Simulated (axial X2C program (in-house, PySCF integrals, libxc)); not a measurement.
**MgI⁻: from the spin-free to the two-component result**

Calculated with an in-house relativistic program for diatomic molecules. Spin-free means the one-electron spin-free X2C Hamiltonian; two-component (2c) means X2C with spin–orbit coupling and atomic mean-field two-electron Coulomb and Gaunt terms, so the difference of the two also holds small scalar two-electron terms. Basis: I dyall-acv3z [12s13p9d5f1g], Mg dyall-av3z [10s9p6d4f] (cores contracted in-house); Gaussian nuclei, density fitting, unrestricted open shells. Masses: I 126.904 u, Mg 23.985 u.

Spin-free state: M_S = 0, Λ = 0 (closed shell); fragments I- + Mg.

```tsv
level	Re (Å)	ωe (cm⁻¹)	De (eV)	μ (D)
PBE0	2.907	166.4	0.755	-5.73
HF	2.975	144.5	0.520	-5.95
MP2	2.899	169.0	0.743	n/a
CCSD	2.912	163.5	0.730	n/a
CCSD(T)	2.903	167.0	0.766	n/a
LDA	2.854	177.1	0.906	-5.61
```

Correlated methods: 10 electrons correlated (number of frozen shells: I 4 s, 3 p, 2 d; Mg 2 s, 1 p), 354 virtual spin orbitals or spinors in MP2, 90 natural virtuals in coupled cluster.

Dipoles are positive if Mg is the positive end and refer to the centre of mass.

Two-component determinant lowest at the distance of the search:

Ω = 0 (closed shell); fragments I- + Mg.

```
  level  Re (Å)  ωe (cm⁻¹)  De (eV)  μ (D)
   PBE0   2.911      165.5    0.753  -5.73
     HF   2.979      143.5    0.517  -5.94
    MP2   2.902      168.2    0.741    n/a
   CCSD   2.915      162.6    0.727    n/a
CCSD(T)   2.906      166.2    0.764    n/a
    LDA   2.858      176.1    0.904  -5.61
```

Task: From the two tables, how do the constants change at the CCSD(T) level (2c against spin-free)?

Result: At the CCSD(T) level Re increases by 0.003 Å and ωe decreases by 0.8 cm⁻¹; De changes by -0.002 eV.

Occupations by symmetry block were frozen at the best pattern of an incomplete PBE0 search. De is counted from the lowest determinant-based energies of the atoms at the same level, without counterpoise correction. CCSD and (T) use frozen natural virtuals with an MP2 correction for the truncation; (T) itself is uncorrected, so its De runs slightly low. The highest occupied level of some functionals is positive through self-interaction error; at Hartree–Fock it is bound. Hartree–Fock gets electron affinities wrong, so its lowest charge split need not be the true one.
